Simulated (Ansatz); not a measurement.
`[GaH2][SiH2][SnH3]` + H₂S → `S[SiH2][SnH3]` + `[GaH3]` at 400 K and 1 bar (cleavage of the Si–Ga bond).

Gas-phase electronic energies from Ansatz, PBE0-D4/def2-TZVP geometries. CBS: MP2 limit from def2 TZ/QZ plus the TZ coupled-cluster correction, frozen cores. This one scheme is used for every species. Elements past krypton have def2 core potentials. For Ga, Sn outer-core shells are correlated without core-valence functions, which leaves a few kJ/mol of doubt a bond. Scalar relativity is left out up to krypton. Each species was taken in one conformer, which may not be the lowest.

| species | CCSD(T)/CBS energy (Eh) | H − E (kJ/mol) | S (J/(mol·K)) |
| --- | --- | --- | --- |
| `[GaH2][SiH2][SnH3]` | -2431.21922 | 170.3 | 434.8 |
| H₂S | -398.97279 | 53.4 | 215.9 |
| `S[SiH2][SnH3]` | -904.49431 | 156.6 | 397.1 |
| `[GaH3]` | -1925.70545 | 64.2 | 231.8 |

H − E and S are ideal-gas, rigid-rotor, harmonic terms from PBE0-D4/def2-TZVP, for one conformer and one mirror image of each species. 1 Eh = 2625.50 kJ/mol, R = 8.31446 J/(mol·K).

Question: By hand: ΔE, ΔH, ΔS and ΔG.

Answer: ΔE = (-904.49431) + (-1925.70545) − (-2431.21922) − (-398.97279) = -0.00775 Eh = -20.3 kJ/mol. Δ(H − E) = 156.6 + 64.2 − 170.3 − 53.4 = -2.9, so ΔH = -23.2 kJ/mol. ΔS = 397.1 + 231.8 − 434.8 − 215.9 = -21.8 J/(mol·K). ΔG = -23.2 − 400 × (-21.8)/1000 = -14.5 kJ/mol.

Question: By hand: the equilibrium constant, and the temperature at which ΔG would vanish if ΔH and ΔS stayed fixed.

Answer: log₁₀ K = −ΔG/(RT ln 10) = 1.9. ΔG = 0 at ΔH/ΔS = 1064 K.

TΔS isn't small against ΔH here. A doubt of 5 kJ/mol in ΔE shifts log₁₀ K by 0.7 here. Other conformers and mirror images would add mixing entropy, several J/(mol·K) or more a flexible species. Modes under 60 cm⁻¹, often nearly free rotors, make the harmonic entropy too high. These are equilibria of isolated gas molecules and say nothing of rates. Largest T1 diagnostic: 0.014 (customary marks: 0.02 for closed shells, 0.045 for open ones).
